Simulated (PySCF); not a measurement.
IrO4, SMILES [O]=[Ir+](=[O])(=[O])=[O], charge +1, multiplicity 1.

The structure is a stationary point at PBE0-D3(BJ)/def2-SVP. The multiplicity is an assumed one; other spin states were not compared. The def2 effective core potentials stand for the cores of Ir; spin–orbit coupling is left out.

Calculation: ωB97X/def2-TZVP run with PySCF.

The molecule is in vacuum.

**Question.** Estimate the frontier levels, gap, dipole moment and polarisability. (An estimate is asked for; the answer gives what the named calculation found.)

**Answer.** 
The highest occupied level is -20.05 eV and the lowest empty level is -10.49 eV. The orbital gap is 9.56 eV and the dipole moment about the centre of nuclear charge comes out as 0.000 e·Å. The mean static polarisability is 43.3 bohr³ (6.42 Å³) and the polarisability, principal values is 43.3, 43.3, 43.3 bohr³.
